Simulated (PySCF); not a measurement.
# Dipole response of Fe (iron, neutral)

[Ar] 3d6 4s1 4p1, one real determinant (an excited configuration). Computed with PySCF 2.14 in aug-cc-pVDZ-DK, with the spin-free X2C one-electron Hamiltonian (Gaussian nucleus). Coupled (time-dependent) response in atomic units; α is the mean over directions. A double-zeta set is small for polarisabilities.

```json
{"method": "r2SCANh", "mean α (bohr³)": "80.71", "α xx, yy, zz": "66.14, 66.14, 109.8", "C₆ (like pair)": "770.4", "S(−4)": "4396"}
```

S(−4) is the Cauchy moment in α(ω) = α(0) + S(−4) ω² + …

α(iu) at r2SCANh:

| u (hartree) | α(iu) (bohr³) |
| --- | --- |
| 0 | 80.71 |
| 0.0500 | 71.43 |
| 0.100 | 54.76 |
| 0.200 | 31.00 |
| 0.300 | 19.36 |
| 0.500 | 9.891 |
| 0.750 | 5.736 |
| 1.00 | 3.920 |
| 1.50 | 2.295 |
| 2.00 | 1.558 |
| 3.00 | 0.8851 |
| 5.00 | 0.4091 |

A single London oscillator, α(iu) = α/(1 + u²/ω²), gives C₆ = (3/4) ω α². Matching the computed C₆ needs ω = 4 × 770.4 / (3 × 80.71²) = 0.158 hartree.

The components differ because the open shell of this determinant is not spherical; for a pure term their mean is the scalar polarisability.

⟨L²⟩ = 8.02 against 12 for a pure F term, so this real determinant mixes terms.
